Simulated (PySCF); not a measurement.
Compound: C3H6F2S2Si.
Atom-mapped SMILES: `[F:1][CH:2]([F:3])[C@@H:4]1[CH2:5][S:6][SiH2:7][S:8]1` (hydrogens: H9 on C2; H10 on C4; H11, H12 on C5; H13, H14 on Si7)

The closed-shell ground state was solved at several levels (PySCF, density fitting, gas phase, non-relativistic). One conformer (not necessarily the lowest) at the PBE0-D3(BJ)/def2-SVP geometry, without solvent, vibrations or thermal averaging.

```csv
level,basis functions,HOMO (eV),LUMO (eV),gap (eV),dipole (D)
wB97X-D/pcSseg-1,187,-9.37,1.10,10.47,1.65
PBE0/pcSseg-1,187,-7.49,-0.64,6.85,1.57
```

Question: What might B3LYP/def2-SVPD (232 basis functions) give for the same quantities?

Answer: HOMO -7.22 eV, LUMO -0.93 eV, gap 6.29 eV, dipole 1.65 D.

Question: Over all these levels, which gives the widest orbital gap and which the narrowest?

Answer: wB97X-D/pcSseg-1 (range-separated hybrid) has the widest, 10.47 eV, and B3LYP/def2-SVPD (global hybrid, 20 % exact exchange) the narrowest, 6.29 eV. Functional and basis both differ between the two, so the spread mixes both effects.

Question: How far do the dipole and the HOMO energy spread over the levels?

Answer: The dipole runs from 1.57 to 1.65 D (mean 1.62 D) and the HOMO from -9.37 to -7.22 eV.
